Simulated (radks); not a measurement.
All-electron atom: Tb4+ in [Xe] 4f7.

Method: Dirac Kohn-Sham, B86b exchange with PBE correlation, spin-unpolarised, spherical densities, finite nucleus; open shells are shared between the two j in proportion to 2j + 1; Fermi nuclear charge, rms radius 5.06 fm; computed with a radial shooting solver on a logarithmic mesh with Libxc functionals.

Energy parts (eV):
| part | energy |
|---|---|
| total | -318802.22 |
| kinetic | 348632.76 |
| electron-nucleus | -781538.55 |
| Hartree | 121080.21 |
| exchange-correlation | -6976.64 |

Orbitals (lengths in bohr, moments of r in powers of bohr; r(max) is where P^2 peaks):
orbital,occ.,eigenvalue (eV),<r^4>,<1/r>,<r>,r(max)
1s1/2,2,-51853.12,1.063e-06,73.10,0.02151,0.01364
2s1/2,2,-8636.504,0.0001676,17.47,0.09096,0.07767
2p1/2,2,-8210.198,0.0001034,17.45,0.07589,0.05859
2p3/2,4,-7463.605,0.0001370,15.35,0.08284,0.06451
3s1/2,2,-1959.133,0.006467,6.377,0.2389,0.2200
3p1/2,2,-1773.669,0.005860,6.292,0.2286,0.2073
3p3/2,4,-1619.577,0.007233,5.759,0.2418,0.2198
3d3/2,4,-1299.885,0.005198,5.638,0.2141,0.1744
3d5/2,6,-1266.285,0.005548,5.506,0.2182,0.1779
4s1/2,2,-431.5100,0.1574,2.672,0.5399,0.5046
4p1/2,2,-358.7033,0.1779,2.566,0.5508,0.5082
4p3/2,4,-324.0999,0.2190,2.385,0.5803,0.5345
4d3/2,4,-204.0178,0.3056,2.171,0.6122,0.5404
4d5/2,6,-197.7109,0.3265,2.126,0.6225,0.5488
5s1/2,2,-93.0455,4.722,1.053,1.270,1.156
5p1/2,2,-71.9860,7.107,0.9477,1.394,1.247
5p3/2,4,-66.6758,8.798,0.8881,1.472,1.317
4f5/2,3,-54.8176,1.346,1.644,0.7762,0.5409
4f7/2,4,-53.9015,1.412,1.627,0.7849,0.5454

The highest occupied level is 4f7/2 at -53.902 eV. Summed over all electrons, <r^2> = 31.58 bohr^2, which gives a Langevin (diamagnetic) susceptibility term of -25 x 10^-6 cm^3/mol. The density falls to 0.001 e/bohr^3 at r = 3.06 bohr. The electron density at the nucleus is 6.87e+05 e/bohr^3.
